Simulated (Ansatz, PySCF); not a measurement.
SiF2, SMILES F[Si]F (connectivity only; charge and spin as stated), neutral, multiplicity 1. Atoms are numbered in the order given.

```xyz
3

Si     0.0000     0.0000     0.5687
F      0.0000     1.2383    -0.4589
F      0.0000    -1.2383    -0.4589
```

Geometry: TPSSh-D3(BJ)/def2-TZVP. The isomer is the one that the SMILES or the coordinates give; other isomers of the formula were not compared.

Two levels are set side by side: PBE-D3(BJ)/def2-TZVP (Ansatz, an electronic-structure program) and TPSSh-D3(BJ)/def2-TZVP (PySCF). Each level has its own optimised geometry; the coordinates shown are those of the second. Frequencies come from the Hessian of PySCF at each geometry. Differences are taken from unrounded values.

```
quantity                            TPSSh-D3(BJ)  PBE-D3(BJ)  PBE-D3(BJ) minus TPSSh-D3(BJ)
----------------------------------  ------------  ----------  -----------------------------
mean bond length (Å)                       1.609       1.624                          0.015
bond Si1–F2 (Å)                            1.609       1.624                          0.015
bond Si1–F3 (Å)                            1.609       1.624                          0.015
highest harmonic wavenumber (cm⁻¹)           856         824                            -33
mean harmonic wavenumber (cm⁻¹)              677         649                            -28
zero-point energy (kcal/mol)                2.90        2.78                          -0.12
```

GGA bonds tend to be longer and softer than those of functionals with exact exchange. Differences between two approximate levels are no errors against the true value.
